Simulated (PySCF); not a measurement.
C3H7O2 (SMILES CC(O)[CH]O), doublet, at a GFN2-xTB geometry, with bond 7-1 at 1.3 times its length. Base run: DF-B3LYP/6-31G** run with PySCF.

Here is a job for PySCF.
```python
from pyscf import gto, scf, dft

mol = gto.Mole()
mol.atom = '''
    C     1.508192   -0.737960    0.432480
    C     0.572076    0.369729   -0.094773
    O    -0.131009    0.986991    0.973050
    C    -0.452953   -0.164371   -1.037365
    O    -1.707155   -0.427232   -0.577748
    H     2.259599   -0.317973    1.100306
    H     2.161544   -1.364021   -0.650623
    H     0.928161   -1.482086    0.973453
    H     1.194007    1.118861   -0.617496
    H     0.505097    1.288143    1.628000
    H    -0.168187   -0.712047   -1.914911
    H    -1.788029    0.042183    0.266857
'''
mol.basis = '6-31g**'
mol.charge = 0
mol.spin = 1
mol.verbose = 4
mol.build()

mf = dft.UKS(mol)
mf.xc = 'b3lyp'
mf = mf.density_fit(auxbasis='def2-universal-jkfit')
mf.kernel()
mf.analyze()
```

Variants of this job, named by their change:

| change | ΔE vs base (mEh) | SCF cycles | <S^2> | outcome |
|---|---|---|---|---|
| base | 0.000 | 12 | 0.753 | converged |
| diis_space = 4 | 0.000 | 13 | 0.753 | converged |
| init_guess = mod_huckel | 0.000 | 14 | 0.753 | converged |
| DIIS = EDIIS | - | 50 | - | not converged |
| conv_tol = 1e-4 | 0.010 | 6 | 0.753 | converged |
| level_shift = 0.1 (with mf.max_cycle = 100) | 0.000 | 12 | 0.753 | converged |
| conv_tol = 1e-12 | 0.000 | 19 | 0.753 | converged |
| diis = off (with mf.max_cycle = 100) | - | 100 | - | not converged |
| solver = newton | 0.000 | - | 0.753 | converged |
| conv_tol = 1e-11 | 0.000 | 15 | 0.753 | converged |
| diis_space = 2 | 0.000 | 31 | 0.753 | converged |
| diis_space = 12 | 0.000 | 11 | 0.753 | converged |
| init_guess = sap | 0.000 | 16 | 0.753 | converged |

Open shells are given as the SCF converged; they aren't shown to be the lowest states, and a large step between rows can be another state.
